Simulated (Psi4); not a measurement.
Pair of molecules, SMILES [GaH3] with SMILES [C-]#[O+] (the first has 4 atoms); geometry from GFN2-xTB.
(charge 0, multiplicity 1):
```json
[
 {"atom": "Ga", "x (Å)": "-0.0031", "y (Å)": "0.0259", "z (Å)": "0.2557"},
 {"atom": "H", "x (Å)": "-0.0089", "y (Å)": "1.5742", "z (Å)": "0.2529"},
 {"atom": "H", "x (Å)": "1.3376", "y (Å)": "-0.7369", "z (Å)": "0.1190"},
 {"atom": "H", "x (Å)": "-1.3414", "y (Å)": "-0.7488", "z (Å)": "0.1708"},
 {"atom": "C", "x (Å)": "0.0691", "y (Å)": "-0.1225", "z (Å)": "3.4143"},
 {"atom": "O", "x (Å)": "0.0397", "y (Å)": "-0.0696", "z (Å)": "2.2936"}
]
```

All values below come from Psi4 1.11 with SAPT0/aug-cc-pVDZ.

Problem. Which attractive term is largest, and how does the interaction split up?

Solution. electrostatics -21.58, exchange 43.58, induction -12.06, dispersion -7.10, total 2.84 kcal/mol; the largest attraction is electrostatics.
